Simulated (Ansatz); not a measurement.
Input for Ansatz (an electronic-structure program): R-B2PLYP/def2-TZVPP on C3H10Si (SMILES C[SiH](C)C).

Ansatz 0.2 input:
```yaml
crystal:
  periodic: [false, false, false]
  atoms:
    - {symbol: C, position_ang: [-0.90930555, 1.52759955, 0.12847254]}
    - {symbol: Si, position_ang: [0.05346556, 0.03744984, -0.48765915]}
    - {symbol: C, position_ang: [-0.88296767, -1.54472888, -0.10439397]}
    - {symbol: C, position_ang: [1.75641037, -0.00796129, 0.30291086]}
    - {symbol: H, position_ang: [-0.38425558, 2.45848412, -0.09621936]}
    - {symbol: H, position_ang: [-1.89629407, 1.58065335, -0.33601346]}
    - {symbol: H, position_ang: [-1.05208818, 1.47786035, 1.21086548]}
    - {symbol: H, position_ang: [0.21529108, 0.15071499, -1.96335306]}
    - {symbol: H, position_ang: [-0.34551924, -2.42152879, -0.47192081]}
    - {symbol: H, position_ang: [-1.01937259, -1.66442529, 0.97333791]}
    - {symbol: H, position_ang: [-1.87207124, -1.54124051, -0.56739308]}
    - {symbol: H, position_ang: [2.32240920, 0.89798472, 0.07572839]}
    - {symbol: H, position_ang: [1.67840100, -0.08894103, 1.39001445]}
    - {symbol: H, position_ang: [2.33589689, -0.86192116, -0.05437674]}
basis:
  gaussian:
    orbitals: def2-TZVPP
hamiltonian:
  xc: {name: B2PLYP}
magnetization: {spin_polarized: false}
correlation: {electrons: outside_noble_gas}
scf: {lower_state_search: off}
```

It printed:

```
WARN ansatz: RAYON_NUM_THREADS=1 ignored (pool sized by the plan → 1); use --threads N
Functional definition: B2PLYP
these checks for a lower state are left out or cut short: stability, starts, cluster_reference, orbital_swaps, neighbouring_geometries, increment
integrals: 0.79 GiB planned
1545 factors; integrals over basis functions are off by at most 1.2e-3 eV
mean field: 1.41 GiB planned
mean field evaluation 1: about -11133.3727 eV, gradient 6.2e1 eV
mean field evaluation 2: about -11133.4672 eV, gradient 6.2e1 eV
mean field evaluation 4: about -11141.8234 eV, gradient 2.5e0 eV
mean field evaluation 8: about -11141.8463 eV, gradient 1.4e-1 eV
mean field evaluation 16: about -11141.8464 eV, gradient 1.2e-5 eV
mean field -11141.84640016 eV, -409.4553029913 hartree, gradient 4.0e-6 eV, S^2 0.000000; 0 other end points of the search recorded, 0 dependent functions left out
8 core orbitals not correlated
reference -11141.84659173 eV, -409.4553100311 hartree; 13, 13 occupied and 254, 254 virtual orbitals, 1545 factors
second order -22.04753738 eV of doubles, -0.00000000 eV of singles
Total energy: -11147.79942682 eV, -409.6740726858 hartree
Checks for a lower state left out: stability, starts, cluster_reference, orbital_swaps, neighbouring_geometries, increment
```

The run converged.

Cost: roughly 11 core-seconds.
